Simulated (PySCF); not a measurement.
C2H5ClSi2, SMILES Cl[Si@@H](C#C)[SiH3].

Coordinates come from a PBE0-D3(BJ)/def2-SVP optimisation. The structure was generated by enumeration; whether it is a known compound was not checked.

Two levels are set side by side: PBE/def2-TZVP (PySCF) and CAM-B3LYP/def2-TZVP (PySCF). Same geometry, gas phase. Differences are taken from unrounded values.

| quantity | CAM-B3LYP |
|---|---|
| orbital gap (eV) | 9.33 |
| highest occupied level (eV) | -9.27 |
| lowest empty level (eV) | 0.06 |
| dipole moment (D) | 1.70 |
| mean polarisability (bohr³) | 87.0 |

Q: What does PBE give, and how far is it from CAM-B3LYP? (The exact figures need the calculation; the answer reports its results.)

A: 
```csv
quantity,PBE,PBE minus CAM-B3LYP
orbital gap (eV),4.89,-4.44
highest occupied level (eV),-6.84,2.42
lowest empty level (eV),-1.96,-2.02
dipole moment (D),1.56,-0.15
mean polarisability (bohr³),91.7,4.6
```

PBE's occupied levels lie high since its potential decays too fast outside the molecule; exact exchange lowers them and widens the gap. Loosely held outer electrons make PBE densities more polarisable. Differences between two approximate levels are no errors against the true value.

Rough cost on one machine, each run with all the roots and properties that it gave: CAM-B3LYP against PBE within a factor of 2.
